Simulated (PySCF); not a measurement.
**SMILES O(C)C[C@@]12C[C@@H]1[C@H]2F, C6H9FO**

Molfile (atoms numbered from 1):
```
C6H9FO
     RDKit          3D

 17 18  0  0  0  0  0  0  0  0999 V2000
    2.5129   -1.1698    0.1478 C   0  0  0  0  0  0  0  0  0  0  0  0
    1.1305   -0.9782    0.0085 O   0  0  0  0  0  0  0  0  0  0  0  0
    0.7761    0.3837   -0.0963 C   0  0  0  0  0  0  0  0  0  0  0  0
   -0.7012    0.5005   -0.2302 C   0  0  2  0  0  0  0  0  0  0  0  0
   -1.7190   -0.2784   -1.0017 C   0  0  0  0  0  0  0  0  0  0  0  0
   -1.8784   -0.1023    0.4768 C   0  0  2  0  0  0  0  0  0  0  0  0
   -1.6884    1.3742    0.4728 C   0  0  1  0  0  0  0  0  0  0  0  0
   -1.2845    1.9671    1.6343 F   0  0  0  0  0  0  0  0  0  0  0  0
    2.8933   -0.6823    1.0544 H   0  0  0  0  0  0  0  0  0  0  0  0
    3.0582   -0.7741   -0.7186 H   0  0  0  0  0  0  0  0  0  0  0  0
    2.6718   -2.2436    0.2189 H   0  0  0  0  0  0  0  0  0  0  0  0
    1.1012    0.9371    0.8002 H   0  0  0  0  0  0  0  0  0  0  0  0
    1.2744    0.8350   -0.9729 H   0  0  0  0  0  0  0  0  0  0  0  0
   -1.4171   -1.2561   -1.3486 H   0  0  0  0  0  0  0  0  0  0  0  0
   -2.3931    0.2462   -1.6709 H   0  0  0  0  0  0  0  0  0  0  0  0
   -1.9916   -0.7967    1.2787 H   0  0  0  0  0  0  0  0  0  0  0  0
   -2.3519    2.0496   -0.0631 H   0  0  0  0  0  0  0  0  0  0  0  0
  1  2  1  0
  2  3  1  0
  4  3  1  1
  4  5  1  0
  5  6  1  0
  6  7  1  0
  7  8  1  0
  6  4  1  0
  7  4  1  0
  1  9  1  0
  1 10  1  0
  1 11  1  0
  3 12  1  0
  3 13  1  0
  5 14  1  0
  5 15  1  0
  6 16  1  1
  7 17  1  6
M  END
```

Method: TDA PBE0/jun-cc-pV(D+d)Z circular dichroism and optical rotation, one conformer, gas phase in PySCF. Geometry: GFN2-xTB.

The molecule is flexible and this is one conformer; a measurement averages over conformers. States above about 7.3 eV lie in this functional's continuum (it starts at minus the energy of the highest occupied orbital, well below the true ionisation energy for most functionals) and depend on the basis.

(1) What are the CIP labels of the stereocentres?

(2) Which excitations and rotatory strengths does the calculation give?

## Answers

(1) C4 R, C6 S, C7 R.

(2) Rotatory strengths R in 10⁻⁴⁰ esu² cm², velocity form and length form (origin at the centre of mass); f in length form.
| state | E (eV) | λ (nm) | f | R (velocity) | R (length) | main |
| --- | --- | --- | --- | --- | --- | --- |
| 1 | 6.60 | 188 | 0.036 | +21.9 | +27.2 | HOMO→LUMO 0.77, HOMO−1→LUMO 0.13 |
| 2 | 6.76 | 183 | 0.029 | -29.8 | -34.8 | HOMO→LUMO+2 0.53, HOMO−1→LUMO 0.31 |
| 3 | 6.79 | 183 | 0.004 | -3.4 | -4.9 | HOMO→LUMO+1 0.48, HOMO→LUMO+2 0.37 |
| 4 | 6.94 | 179 | 0.049 | +6.2 | +8.1 | HOMO−1→LUMO 0.37, HOMO→LUMO+1 0.29 |
| 5 | 7.06 | 176 | 0.002 | +6.8 | +6.6 | HOMO→LUMO+3 0.95 |
| 6 | 7.21 | 172 | 0.013 | +5.0 | +3.7 | HOMO−1→LUMO+2 0.73, HOMO−1→LUMO+1 0.09 |
| 7 | 7.35 | 169 | 0.015 | -7.7 | -10.1 | HOMO−1→LUMO+1 0.41, HOMO→LUMO+4 0.24 |
| 8 | 7.47 | 166 | 0.011 | -2.8 | -3.7 | HOMO→LUMO+4 0.43, HOMO−1→LUMO+3 0.20 |
| 9 | 7.60 | 163 | 0.043 | +4.4 | +7.5 | HOMO−1→LUMO+3 0.47, HOMO−1→LUMO+1 0.18 |
| 10 | 7.64 | 162 | 0.015 | -2.1 | -7.9 | HOMO−1→LUMO+4 0.52, HOMO→LUMO+5 0.28 |

Among the states computed, the strongest CD band (largest |R|) is state 2. The largest dissymmetry factor in size, g = 4R/(D+G), with D and G the electric and magnetic dipole strengths, is -0.026 for state 3 (velocity form, f = 0.001), among bands with |R| over 0.5. The mirror image has the same energies and oscillator strengths and all R with the opposite sign.
